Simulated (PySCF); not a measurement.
Gas-phase reaction: WOCl₄ + Cl₂ ⇌ WCl₆ + O

Method: PySCF energies plus ideal-gas RRHO corrections (1 bar). † marks an energy on the PBE0/def2-TZVP geometry and frequencies. MP2 and CCSD(T) freeze the core. Open shells (unrestricted): O (multiplicity 3, electronic degeneracy 9); the rest are closed-shell singlets. Spin-orbit splitting is ignored; it lowers the true energy and changes the entropy of O. B3LYP is the form with VWN-RPA correlation. W: scalar-relativistic def2 core potential, no spin-orbit coupling. MP2 isn't extrapolated to the basis-set limit; its ΔH°(298 K) is 335.8 kJ in def2-SVP and 378.9 kJ in def2-TZVPP. CCSD(T) isn't extrapolated to the basis-set limit. The harmonic model lacks anharmonicity and excited electronic states, which grow with temperature; levels with a mode under 35 cm⁻¹ are left out. Soft modes under 120 cm⁻¹ make the harmonic entropy rough for WOCl₄, WCl₆. Warning, large T1 diagnostic: WCl₆, WOCl₄ (CCSD(T)/def2-SVP†).

| level | ΔE electronic, kJ | ΔH°(298 K), kJ | ΔS°(298 K), J/K | ΔG°(1800 K), kJ |
|---|---|---|---|---|
| B3LYP/def2-TZVP† | 363 | 361 | -30 | 394 |
| CCSD(T)/def2-SVP† | 305 | 303 | -30 | 335 |
| MP2/def2-SVP† | 338 | 336 | -30 | 369 |
| MP2/def2-TZVPP† | 381 | 379 | -30 | 412 |
| PBE/def2-TZVP† | 379 | 377 | -30 | 410 |
ΔH° is lowest at CCSD(T)/def2-SVP† and highest at MP2/def2-TZVPP†. No reference value is set beside these.
